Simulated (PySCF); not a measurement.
Isomers of C7H4F3N, mass 159.030 u with the commonest isotopes. The calculation used PBE0/pcSseg-1 in PySCF (dipole) on a GFN2-xTB geometry, gas phase. One conformer each, none proved a minimum here; rigid rotors.

Task: Order these by rotational constant B, largest first.
A. `[CH3:1][C:2]#[C:3][C@H:4]([C:5]#[N:6])[C:7]([F:8])=[C:9]([F:10])[F:11]` with C3–C4–C7–F8 -131°
B. `[F:1][C:2]([F:3])=[C:4]([F:5])[c:6]1[cH:7][cH:8][cH:9][cH:10][n:11]1` with C2–C4–C6–C7 180°
C. `C/C(C#CC#N)=C\C(F)(F)F`

Result: A (785.6 MHz), B (740.3 MHz), C (412.5 MHz).

Task: Order these by out-of-plane moment Σ m c² = (Ia + Ib − Ic)/2, smallest first.
A. `[CH3:1][C:2]#[C:3][C@H:4]([C:5]#[N:6])[C:7]([F:8])=[C:9]([F:10])[F:11]` with C3–C4–C7–F8 -131°
B. `[F:1][C:2]([F:3])=[C:4]([F:5])[c:6]1[cH:7][cH:8][cH:9][cH:10][n:11]1` with C2–C4–C6–C7 180°
C. `C/C(C#CC#N)=C\C(F)(F)F`

Result: B (0.00 u·Å²), C (45.46 u·Å²), A (127.81 u·Å²).

Task: Order these by rotational constant C, largest first.
A. `[CH3:1][C:2]#[C:3][C@H:4]([C:5]#[N:6])[C:7]([F:8])=[C:9]([F:10])[F:11]` with C3–C4–C7–F8 -131°
B. `C/C(C#CC#N)=C\C(F)(F)F`
C. `[F:1][C:2]([F:3])=[C:4]([F:5])[c:6]1[cH:7][cH:8][cH:9][cH:10][n:11]1` with C2–C4–C6–C7 180°

Result: A (642.0 MHz), C (568.7 MHz), B (387.8 MHz).

| SMILES | point group | Ia (u·Å²) | Ib (u·Å²) | Ic (u·Å²) | κ | μa (D) | μb (D) | μc (D) |
| --- | --- | --- | --- | --- | --- | --- | --- | --- |
| C/C(C#CC#N)=C\C(F)(F)F | – | 168.89 | 1225.14 | 1303.11 | -0.98 | 2.01 | 1.31 | 0.08 |
| FC(F)=C(F)c1ccccn1 | Cs | 206.02 | 682.64 | 888.66 | -0.82 | 2.96 | 0.66 | 0.00 |
| CC#C[C@H](C#N)C(F)=C(F)F | C1 | 399.47 | 643.30 | 787.16 | -0.54 | 2.20 | 2.57 | 2.22 |
